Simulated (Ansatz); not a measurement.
All numbers were calculated with Ansatz.

`OCO[SiH2][SiH3]` at its PBE0-D4/def2-TZVP geometry, where that method's forces vanish. Charge 0, multiplicity 1.

```tsv
atom	x (Å)	y (Å)	z (Å)
O1	-2.678	0.769	0.913
C2	-1.710	0.139	0.156
O3	-0.653	1.025	-0.110
Si4	0.775	0.592	-0.818
Si5	1.970	-0.979	0.457
H6	-3.017	1.515	0.409
H7	-1.366	-0.714	0.751
H8	-2.116	-0.227	-0.801
H9	0.530	0.017	-2.174
H10	1.547	1.851	-0.963
H11	1.185	-2.233	0.625
H12	2.296	-0.442	1.805
H13	3.237	-1.313	-0.250
```

Q: For each bond, give half the difference of the two atoms' forces along it (eV/Å; positive pushes the atoms apart) under PBE-D4, r2SCAN-D4, B3LYP-D4, ωB97M-V in def2-TZVPP. (An estimate is asked.)

A: The calculation gave: 
```json
{"bond": "O1–C2", "length (Å)": "1.381", "PBE-D4": "0.30", "r2SCAN-D4": "0.22", "B3LYP-D4": "0.27", "ωB97M-V": "0.25"}
{"bond": "O1–H6", "length (Å)": "0.962", "PBE-D4": "0.40", "r2SCAN-D4": "0.02", "B3LYP-D4": "-0.03", "ωB97M-V": "-0.10"}
{"bond": "C2–O3", "length (Å)": "1.405", "PBE-D4": "0.29", "r2SCAN-D4": "0.28", "B3LYP-D4": "0.22", "ωB97M-V": "0.16"}
{"bond": "C2–H7", "length (Å)": "1.096", "PBE-D4": "0.06", "r2SCAN-D4": "-0.09", "B3LYP-D4": "-0.16", "ωB97M-V": "-0.15"}
{"bond": "C2–H8", "length (Å)": "1.101", "PBE-D4": "0.03", "r2SCAN-D4": "-0.10", "B3LYP-D4": "-0.14", "ωB97M-V": "-0.17"}
{"bond": "O3–Si4", "length (Å)": "1.651", "PBE-D4": "0.25", "r2SCAN-D4": "-0.01", "B3LYP-D4": "0.05", "ωB97M-V": "0.09"}
{"bond": "Si4–Si5", "length (Å)": "2.349", "PBE-D4": "-0.15", "r2SCAN-D4": "0.00", "B3LYP-D4": "0.10", "ωB97M-V": "0.04"}
{"bond": "Si4–H9", "length (Å)": "1.494", "PBE-D4": "0.03", "r2SCAN-D4": "-0.02", "B3LYP-D4": "-0.09", "ωB97M-V": "-0.13"}
{"bond": "Si4–H10", "length (Å)": "1.484", "PBE-D4": "0.06", "r2SCAN-D4": "-0.03", "B3LYP-D4": "-0.13", "ωB97M-V": "-0.15"}
{"bond": "Si5–H11", "length (Å)": "1.489", "PBE-D4": "0.09", "r2SCAN-D4": "-0.02", "B3LYP-D4": "-0.07", "ωB97M-V": "-0.10"}
{"bond": "Si5–H12", "length (Å)": "1.487", "PBE-D4": "0.09", "r2SCAN-D4": "-0.01", "B3LYP-D4": "-0.07", "ωB97M-V": "-0.10"}
{"bond": "Si5–H13", "length (Å)": "1.489", "PBE-D4": "0.09", "r2SCAN-D4": "-0.02", "B3LYP-D4": "-0.06", "ωB97M-V": "-0.09"}
```

B3LYP here is the variant with VWN-RPA as its local correlation; programs differ in this.
